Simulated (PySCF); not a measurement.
PySCF input for Si(Cl)(F)2(SMe) (CH3ClF2SSi), SMILES CS[Si](F)(F)Cl, TDA-PBE/def2-SVPD. Geometry: ωB97X-D3(BJ)/def2-SVP. This is a generated structure with no PubChem entry under its InChIKey; it may be hypothetical. One conformer was computed; it need not be the lowest.

```python
import numpy as np
from pyscf import gto, scf, dft, tdscf

mol = gto.M(
    atom='''
    C    -2.34531417   -0.11985980   -0.47080350
    S    -1.11864872    1.23538021   -0.42241439
    Si    0.57604976    0.05217406   -0.14300758
    F     0.83136512   -0.93651905   -1.38682963
    F     1.85509386    1.01038148   -0.00527347
    Cl    0.44386236   -1.13656156    1.50377570
    H    -3.32477091    0.35374787   -0.61712934
    H    -2.14525542   -0.79987095   -1.30986092
    H    -2.34819684   -0.67445377    0.47728895
    ''',
    basis='def2-SVPD',
    charge=0,
    spin=0,
    max_memory=1600,
    verbose=4,
)
mf = dft.RKS(mol, xc='pbe').density_fit(auxbasis='def2-universal-jkfit')
mf.grids.level = 3
mf.conv_tol = 1e-9
mf.max_cycle = 100
mf.kernel()
mf.grids = dft.Grids(mol).set(level=1).build(with_non0tab=True)  # coarser grid for the response kernel
td = tdscf.TDA(mf)
td.singlet = True
td.nstates = 10
td.conv_tol = 1e-4
td.positive_eig_threshold = 1e-6
td.kernel(x0=td.get_init_guess(mf, 15))
td.analyze()
tt = tdscf.TDA(mf)
tt.singlet = False
tt.nstates = 4
tt.conv_tol = 1e-4
tt.positive_eig_threshold = 1e-6
tt.kernel(x0=tt.get_init_guess(mf, 9))
tt.analyze(verbose=3)
```

It prints:

```
PySCF version 2.14.0

[INPUT] verbose = 4
[INPUT] num. atoms = 9
[INPUT] num. electrons = 74
[INPUT] charge = 0
[INPUT] spin (= nelec alpha-beta = 2S) = 0
[INPUT] symmetry False subgroup None
[INPUT] Mole.unit = angstrom
[INPUT] Symbol           X                Y                Z      unit          X                Y                Z       unit  Magmom
[INPUT]  1 C     -2.345314170000  -0.119859800000  -0.470803500000 AA   -4.432001457362  -0.226502195345  -0.889689673487 Bohr   0.0
[INPUT]  2 S     -1.118648720000   1.235380210000  -0.422414390000 AA   -2.113939710395   2.334530256608  -0.798247508175 Bohr   0.0
[INPUT]  3 Si     0.576049760000   0.052174060000  -0.143007580000 AA    1.088576280521   0.098594684207  -0.270245159937 Bohr   0.0
[INPUT]  4 F      0.831365120000  -0.936519050000  -1.386829630000 AA    1.571052386316  -1.769764514938  -2.620728182132 Bohr   0.0
[INPUT]  5 F      1.855093860000   1.010381480000  -0.005273470000 AA    3.505619330762   1.909344278533  -0.009965414026 Bohr   0.0
[INPUT]  6 Cl     0.443862360000  -1.136561560000   1.503775700000 AA    0.838778297403  -2.147790072108   2.841724225776 Bohr   0.0
[INPUT]  7 H     -3.324770910000   0.353747870000  -0.617129340000 AA   -6.282906446821   0.668486591448  -1.166205436034 Bohr   0.0
[INPUT]  8 H     -2.145255420000  -0.799870950000  -1.309860920000 AA   -4.053945211039  -1.511537030496  -2.475278400071 Bohr   0.0
[INPUT]  9 H     -2.348196840000  -0.674453770000   0.477288950000 AA   -4.437448914169  -1.274532908980   0.901945397781 Bohr   0.0

nuclear repulsion = 479.039876847654
number of shells = 70
number of NR pGTOs = 258
number of NR cGTOs = 168
basis = def2-SVPD
ecp = {}


[settings echo left out]
init E= -1386.85161396615
  HOMO = -0.283217925771983  LUMO = -0.0732673403582997  gap/eV = 5.71305
cycle= 1 E= -1386.31964933548  delta_E= 0.532  |g|= 0.725  |ddm|= 4.21
  HOMO = -0.224812801574595  LUMO = -0.047675328539567  gap/eV = 4.82016
cycle= 2 E= -1386.01520676714  delta_E= 0.304  |g|= 1.53  |ddm|=  2.2
  HOMO = -0.229695932117304  LUMO = -0.0464145685181965  gap/eV = 4.98734
cycle= 3 E= -1386.41587087977  delta_E= -0.401  |g|= 0.131  |ddm|= 1.36
  HOMO = -0.246032554694048  LUMO = -0.054928795019189  gap/eV = 5.20020
cycle= 4 E= -1386.41994194644  delta_E= -0.00407  |g|= 0.046  |ddm|= 0.252
  HOMO = -0.244827189940012  LUMO = -0.0543061851969364  gap/eV = 5.18434
cycle= 5 E= -1386.42035736879  delta_E= -0.000415  |g|= 0.0195  |ddm|= 0.0771
  HOMO = -0.243863272361332  LUMO = -0.0536129944353316  gap/eV = 5.17697
cycle= 6 E= -1386.42047778378  delta_E= -0.00012  |g|= 0.00318  |ddm|= 0.0344
  HOMO = -0.244022371064941  LUMO = -0.053691967280924  gap/eV = 5.17915
cycle= 7 E= -1386.42047977969  delta_E= -2e-06  |g|= 0.0012  |ddm|= 0.00418
  HOMO = -0.243988732019004  LUMO = -0.0537093031824507  gap/eV = 5.17777
cycle= 8 E= -1386.42048009614  delta_E= -3.16e-07  |g|= 0.000371  |ddm|= 0.00155
  HOMO = -0.243973479597281  LUMO = -0.0536932251135389  gap/eV = 5.17779
cycle= 9 E= -1386.42048012607  delta_E= -2.99e-08  |g|= 9.25e-05  |ddm|= 0.000606
  HOMO = -0.243973215051896  LUMO = -0.0536910315316641  gap/eV = 5.17784
cycle= 10 E= -1386.42048012741  delta_E= -1.34e-09  |g|= 4.24e-05  |ddm|= 0.000134
  HOMO = -0.24397459130878  LUMO = -0.0536930135572979  gap/eV = 5.17783
cycle= 11 E= -1386.42048012771  delta_E= -3e-10  |g|= 1.67e-05  |ddm|= 6.38e-05
  HOMO = -0.243975685430129  LUMO = -0.0536929086161311  gap/eV = 5.17786
Extra cycle  E= -1386.42048012755  delta_E= 1.55e-10  |g|= 3.07e-05  |ddm|= 6.27e-05
converged SCF energy = -1386.42048012755
tot grids = 42240
Overwritten attributes  positive_eig_threshold  of <class 'pyscf.tdscf.rks.TDA'>


******** <class 'pyscf.tdscf.rks.TDA'> for <class 'pyscf.df.df_jk.DFRKS'> ********
nstates = 10 singlet
deg_eia_thresh = 1.000e-03
wfnsym = None
conv_tol = 0.0001
eigh lindep = 1e-12
eigh level_shift = 0
eigh max_cycle = 100


Excitation energies (eV)
[5.29990575 5.83759222 6.79445801 6.86346421 7.01706908 7.24315014
 7.33313935 7.41192001 7.55256212 7.57875824]

** Singlet excitation energies and oscillator strengths **
Excited State   1:      5.29991 eV    233.94 nm  f=0.0042
      37 -> 38       -0.70486
Excited State   2:      5.83759 eV    212.39 nm  f=0.0143
      37 -> 39       -0.69723
Excited State   3:      6.79446 eV    182.48 nm  f=0.0074
      36 -> 38        0.29546
      37 -> 40       -0.59404
      37 -> 41       -0.16418
      37 -> 42        0.16198
Excited State   4:      6.86346 eV    180.64 nm  f=0.0069
      36 -> 38       -0.12134
      37 -> 40        0.12004
      37 -> 41       -0.67082
Excited State   5:      7.01707 eV    176.69 nm  f=0.0086
      36 -> 38       -0.30554
      37 -> 42        0.63432
Excited State   6:      7.24315 eV    171.17 nm  f=0.0079
      34 -> 38        0.20787
      35 -> 38       -0.56959
      36 -> 38       -0.25133
      37 -> 40       -0.13890
      37 -> 42       -0.12797
Excited State   7:      7.33314 eV    169.07 nm  f=0.0445
      34 -> 38        0.37112
      35 -> 38        0.38786
      36 -> 38       -0.28475
      36 -> 39        0.24270
      37 -> 40       -0.16460
      37 -> 42       -0.14968
Excited State   8:      7.41192 eV    167.28 nm  f=0.0159
      36 -> 39       -0.12224
      37 -> 43       -0.68587
Excited State   9:      7.55256 eV    164.16 nm  f=0.1195
      34 -> 38        0.13677
      36 -> 38       -0.12634
      36 -> 39       -0.63177
      37 -> 40       -0.11941
      37 -> 43        0.11435
Excited State  10:      7.57876 eV    163.59 nm  f=0.0164
      34 -> 38        0.49401
      36 -> 38        0.24702
      37 -> 40        0.14827
      37 -> 44       -0.35814

** Transition electric dipole moments (AU) **
state          X           Y           Z        Dip. S.      Osc.
  1        -0.0416      0.0642     -0.1619      0.0321      0.0042
  2        -0.0166      0.0500     -0.3120      0.1001      0.0143
  3         0.1776     -0.0469     -0.1038      0.0445      0.0074
  4        -0.1009     -0.0572      0.1663      0.0411      0.0069
  5         0.0546     -0.0968     -0.1946      0.0502      0.0086
  6         0.1633     -0.1319     -0.0265      0.0448      0.0079
  7         0.4067     -0.0534      0.2818      0.2477      0.0445
  8         0.0017     -0.2537      0.1528      0.0877      0.0159
  9         0.6454     -0.4628      0.1221      0.6456      0.1195
 10        -0.2568     -0.0382     -0.1452      0.0885      0.0164

** Transition velocity dipole moments (imaginary part, AU) **
state          X           Y           Z        Dip. S.      Osc.
  1        -0.0076      0.0114      0.0070      0.0002      0.0008
  2         0.0005      0.0080     -0.0740      0.0055      0.0172
  3         0.0217     -0.0092     -0.0047      0.0006      0.0015
  4        -0.0203     -0.0047      0.0736      0.0058      0.0155
  5         0.0127     -0.0106     -0.0480      0.0026      0.0067
  6         0.0191     -0.0197     -0.0054      0.0008      0.0020
  7         0.0679      0.0174      0.0498      0.0074      0.0183
  8         0.0032     -0.0551      0.0252      0.0037      0.0090
  9         0.1516     -0.1073      0.0255      0.0351      0.0844
 10        -0.0183     -0.0462     -0.0331      0.0036      0.0085

** Transition magnetic dipole moments (imaginary part, AU) **
state          X           Y           Z
  1         0.1053     -0.4606      0.0715
  2         0.3167      0.2644     -0.0719
  3         0.4007      0.0365      0.2536
  4         0.4425     -0.2541     -0.1224
  5         0.4489     -0.0036      0.0708
  6        -0.1609      0.0045      0.2822
  7         0.0216     -0.1481      0.1301
  8        -0.1026      0.0486     -0.1455
  9        -0.0854     -0.0233      0.4313
 10         0.0414     -0.1493     -0.7211


******** <class 'pyscf.tdscf.rks.TDA'> for <class 'pyscf.df.df_jk.DFRKS'> ********
nstates = 4 triplet
deg_eia_thresh = 1.000e-03
wfnsym = None
conv_tol = 0.0001
eigh lindep = 1e-12
eigh level_shift = 0
eigh max_cycle = 100


Excitation energies (eV)
[4.96318798 5.46662303 6.29998343 6.50468149]

** Triplet excitation energies and oscillator strengths **
Excited State   1:      4.96319 eV    249.81 nm  f=0.0000
Excited State   2:      5.46662 eV    226.80 nm  f=0.0000
Excited State   3:      6.29998 eV    196.80 nm  f=0.0000
Excited State   4:      6.50468 eV    190.61 nm  f=0.0000
```

Self-consistency was reached.
